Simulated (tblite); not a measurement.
A geometry optimisation, step by step.

Species: C4H13BS2Si2.
Bonds: C1–B2, B2–S3, S3–C4, C4–Si5, Si5–S6, S6–Si7, C4–C8, C8–C9, C4–C9. Hydrogens: H10, H11, H12 on C1; H13 on B2; H14, H15 on Si5; H16, H17, H18 on Si7; H19, H20 on C8; H21, H22 on C9.

Computed with GFN2-xTB (tblite), gas phase: L-BFGS steps from a force-field or distance-geometry start until the largest atomic force falls under 0.01 eV/Å. 4 of its 209 geometries are shown.

Step 0: E = -718.0945 eV, largest atomic force 1.562 eV/Å
```
atom  x, y, z in Å  |  force x, y, z in eV/Å
C1     -3.805   -1.209    0.319    0.055   1.101  -0.018
B2     -2.405   -0.954   -0.373   -0.253   0.572  -0.736
S3     -1.985    0.793   -0.898   -0.597  -0.561   0.481
C4     -0.276    1.098   -0.389    0.307   0.212   0.718
Si5     0.841   -0.355   -0.566    0.427  -1.046  -0.236
S6      2.806    0.119   -1.247    0.315   0.080  -0.106
Si7     4.144   -1.190   -0.172   -0.030  -0.274   0.598
C8      0.227    2.506   -0.341   -1.410   0.562   0.368
C9     -0.156    1.808    0.954    0.119   0.638  -0.119
H10    -4.532   -1.564   -0.437    0.347  -0.008   0.613
H11    -3.739   -1.919    1.165   -0.222   0.391  -0.615
H12    -4.166   -0.210    0.681   -0.062  -1.074  -0.045
H13    -1.808   -1.823   -0.877    0.211   0.005   0.434
H14     0.231   -1.307   -1.487    0.318   0.013  -0.184
H15     0.980   -1.005    0.732    0.009  -0.076   0.170
H16     4.444   -0.511    1.113   -0.149  -0.202  -0.371
H17     3.482   -2.493    0.043    0.037   0.379  -0.034
H18     5.388   -1.445   -0.885   -0.146   0.229  -0.184
H19     1.273    2.759   -0.523   -0.542  -0.211  -0.139
H20    -0.553    3.235   -0.674    1.096  -0.418   0.146
H21     0.699    1.534    1.610   -0.959   0.152  -0.347
H22    -1.100    2.152    1.450    1.129  -0.461  -0.393
```

Step 69: E = -719.0395 eV, largest atomic force 0.070 eV/Å
```
atom  x, y, z in Å  |  force x, y, z in eV/Å
C1     -4.005   -1.232    0.132    0.025  -0.040  -0.041
B2     -2.510   -0.743    0.257    0.017  -0.016   0.005
S3     -2.041    0.745   -0.553   -0.018   0.008  -0.016
C4     -0.263    0.982   -0.216    0.004   0.007  -0.024
Si5     0.852   -0.466   -0.667    0.028   0.001   0.000
S6      2.840    0.337   -0.894   -0.070  -0.003   0.006
Si7     4.178   -1.165   -0.146   -0.036   0.028  -0.019
C8      0.185    2.397   -0.461    0.021   0.009  -0.008
C9      0.070    1.893    0.936    0.007   0.038  -0.025
H10    -4.107   -1.792   -0.800   -0.028  -0.034   0.037
H11    -4.298   -1.903    0.937   -0.026   0.043  -0.031
H12    -4.729   -0.420    0.073    0.040  -0.015   0.034
H13    -1.693   -1.363    0.821   -0.002   0.022   0.029
H14     0.462   -1.058   -1.944   -0.005   0.019   0.022
H15     0.892   -1.463    0.400    0.015   0.001   0.005
H16     4.500   -0.799    1.224    0.004  -0.015   0.052
H17     3.483   -2.441   -0.216    0.012  -0.042  -0.005
H18     5.335   -1.094   -1.019    0.009   0.000  -0.025
H19     1.168    2.553   -0.879    0.003   0.014   0.002
H20    -0.569    3.082   -0.815    0.030   0.052  -0.007
H21     0.983    1.702    1.484   -0.028  -0.024   0.001
H22    -0.741    2.267    1.544   -0.005  -0.053   0.010
```

Step 139: E = -719.1302 eV, largest atomic force 0.083 eV/Å
```
atom  x, y, z in Å  |  force x, y, z in eV/Å
C1     -3.917   -1.218    0.255    0.016  -0.018   0.018
B2     -2.496   -0.551    0.390    0.034  -0.020  -0.028
S3     -1.904    0.490   -0.901    0.021  -0.007  -0.006
C4     -0.243    0.974   -0.323   -0.009  -0.019  -0.017
Si5     0.994   -0.404   -0.635   -0.033  -0.018   0.021
S6      2.944    0.401   -0.248    0.009  -0.026   0.000
Si7     4.219   -1.330   -0.300   -0.073   0.028   0.029
C8      0.105    2.426   -0.482   -0.003  -0.012  -0.003
C9     -0.187    1.877    0.874    0.016   0.009  -0.012
H10    -3.816   -2.301    0.175   -0.003   0.005   0.014
H11    -4.530   -1.040    1.139    0.009   0.007  -0.048
H12    -4.469   -0.879   -0.619   -0.035   0.008   0.023
H13    -1.803   -0.743    1.315   -0.011   0.017   0.013
H14     0.914   -0.831   -2.031    0.015  -0.006   0.036
H15     0.762   -1.522    0.280   -0.002   0.010  -0.034
H16     4.225   -1.923    1.033   -0.011   0.013  -0.044
H17     3.669   -2.257   -1.280    0.021   0.019   0.006
H18     5.509   -0.782   -0.677    0.016  -0.005  -0.001
H19     1.129    2.669   -0.728    0.001   0.011   0.016
H20    -0.627    3.070   -0.946   -0.011  -0.006   0.002
H21     0.635    1.756    1.564    0.016  -0.019   0.009
H22    -1.124    2.136    1.345    0.014   0.030   0.008
```

Step 208: E = -719.1505 eV, largest atomic force 0.008 eV/Å
```
atom  x, y, z in Å  |  force x, y, z in eV/Å
C1     -3.929   -1.209    0.342    0.006  -0.003   0.000
B2     -2.506   -0.540    0.439    0.001   0.000   0.002
S3     -1.878    0.388   -0.921    0.004   0.003   0.000
C4     -0.241    0.925   -0.328    0.004  -0.004  -0.004
Si5     1.012   -0.452   -0.561   -0.002  -0.005  -0.004
S6      2.894    0.318    0.120   -0.005   0.004  -0.002
Si7     4.234   -1.277   -0.385    0.004   0.003   0.005
C8      0.102    2.371   -0.550    0.000  -0.005   0.003
C9     -0.202    1.883    0.826   -0.002  -0.002   0.000
H10    -3.876   -2.273    0.569    0.001  -0.002   0.000
H11    -4.606   -0.781    1.081    0.002   0.002   0.003
H12    -4.398   -1.099   -0.634   -0.002   0.007  -0.004
H13    -1.847   -0.629    1.403    0.000   0.001  -0.001
H14     1.107   -0.811   -1.973   -0.002   0.006  -0.002
H15     0.664   -1.621    0.245    0.000  -0.004   0.003
H16     3.814   -2.472    0.336   -0.004   0.003  -0.001
H17     4.156   -1.491   -1.824   -0.001  -0.002  -0.001
H18     5.522   -0.770    0.051   -0.003   0.000   0.000
H19     1.126    2.617   -0.792   -0.005  -0.003   0.003
H20    -0.632    2.986   -1.050    0.002  -0.005   0.004
H21     0.614    1.787    1.528    0.003   0.006  -0.005
H22    -1.141    2.169    1.277   -0.002   0.002   0.001
```

**Question.** Summarise the path.

**Answer.** The energy falls by 24.35 kcal/mol from step 0 to step 208; nine tenths of that is first reached at step 72. It rises by more than 0.2 meV at step 119. The largest force goes from 1.562 to 0.008 eV/Å. Among the bonds B2–S3 changes most, from 1.872 to 1.762 Å; the atoms move by 1.165 Å rms after alignment.

**Question.** Follow the three bonds and two angles with the largest change from start to end.

**Answer.** 
```
step  E above end (kcal/mol)  largest force (eV/Å)  B2–S3 (Å)  C9–H22 (Å)  C8–H20 (Å)  S6–Si7–H18 (°)  Si5–C4–C9 (°)
   0                   24.35                 1.562      1.872       1.120       1.118           113.1          113.9
   9                   12.08                 0.483      1.780       1.086       1.079           104.9          117.6
  18                    8.91                 0.273      1.769       1.081       1.077           104.2          118.9
  27                    5.15                 0.334      1.760       1.083       1.079           106.0          117.7
  36                    3.81                 0.150      1.756       1.080       1.077           104.8          116.8
  45                    3.10                 0.087      1.762       1.081       1.079           103.4          118.6
  54                    2.78                 0.059      1.758       1.080       1.079           103.8          119.5
  63                    2.69                 0.061      1.759       1.080       1.079           104.5          120.4
  72                    2.43                 0.151      1.759       1.081       1.079           104.6          121.3
  81                    2.10                 0.094      1.763       1.081       1.078           105.4          122.0
  90                    1.93                 0.069      1.761       1.080       1.079           103.4          121.7
  99                    1.75                 0.081      1.760       1.080       1.079           103.3          120.8
 109                    1.59                 0.084      1.762       1.081       1.080           104.1          121.1
 118                    1.27                 0.191      1.764       1.082       1.080           104.1          121.5
 127                    0.88                 0.102      1.763       1.081       1.078           103.4          121.9
 136                    0.53                 0.104      1.763       1.082       1.079           102.8          123.1
 145                    0.40                 0.039      1.762       1.080       1.080           104.1          123.0
 154                    0.32                 0.028      1.762       1.081       1.080           103.8          122.9
 163                    0.27                 0.035      1.761       1.081       1.080           103.4          122.8
 172                    0.19                 0.038      1.761       1.081       1.080           103.3          123.6
 181                    0.13                 0.028      1.762       1.081       1.080           103.0          123.7
 190                    0.06                 0.023      1.761       1.081       1.080           103.2          123.8
 199                    0.02                 0.023      1.762       1.081       1.080           103.2          123.5
 208                    0.00                 0.008      1.762       1.081       1.080           103.0          123.2
```

The cost below is that of the whole relaxation. The run took 5.0 s of wall time on an Arm Neoverse N1 with one thread, on a shared host.
